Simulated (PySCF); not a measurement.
Ga(H)2(SMe), SMILES [GaH2][S]C, singlet (PBE0/def2-SVP optimised geometry):

```
8

Ga    -0.290    -1.274     0.000
H     -1.238    -2.515    -0.001
H      1.277    -1.274     0.000
S     -1.277     0.682     0.000
C      0.111     1.868     0.005
H      0.047     2.490     0.908
H      0.029     2.515    -0.879
H      1.084     1.359    -0.012
```

Calculation: PBE0/def2-TZVP (PySCF).

**Question.** What are the frontier orbital energies and the dipole moment?

**Answer.** HOMO-2 -8.77 eV, HOMO-1 -7.96 eV, HOMO -7.11 eV, LUMO -1.36 eV, LUMO+1 0.51 eV; dipole moment 1.45 D.

Meta-Löwdin charges at PBE0/def2-TZVP: Ga1 0.25, H2 -0.06, H3 -0.07, S4 -0.13, C5 -0.39, H6 0.13, H7 0.13, H8 0.13.
